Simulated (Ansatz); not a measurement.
A series at B: from trimethyl borate, ligands are replaced one by one, each step taking up H₂S and setting free CH₃OH; n counts the steps. Ansatz, PBE0-D4/def2-TZVP geometries. Each molecule was computed in one conformer, which needn't be the lowest.

CBS adds triple-zeta CCSD(T) − MP2 to the MP2 limit, frozen cores; atoms without spin–orbit coupling. 

| n | molecule | atomization energy, CCSD(T)/CBS (kJ/mol) |
| --- | --- | --- |
| 0 | `COB(OC)OC` | 6601.3 |
| 1 | `COB(S)OC` | 5158.0 |
| 2 | `COB(S)S` | 3715.4 |
| 3 | `SB(S)S` | ? |

**Question.** By hand: fit a straight line y = ȳ + b (n − n̄) to the 3 given rows and predict n = 3.

**Answer.** n̄ = 1.000, ȳ = 5158.23; Σ(n − n̄)(y − ȳ) = -2885.90, Σ(n − n̄)² = 2.000, so b = -1442.95 kJ/mol a step. Prediction: 5158.23 + (-1442.95) × (2.000) = 2272.3 kJ/mol.

**Question.** By hand: compare with the computed value, 2276.6 kJ/mol, and give the steps along the whole series.

**Answer.** The line misses by 4.3 kJ/mol (computed minus predicted). Steps: -1443.3, -1442.6, -1438.8 kJ/mol.

The steps differ by at most 4.5 kJ/mol, 0.3 % of a mean step, so the ligands' effects nearly add and a line is close. The miss is 0.1 % of the series' range. The energies themselves are unsure by some kJ/mol a bond, though much of that is common to the series.
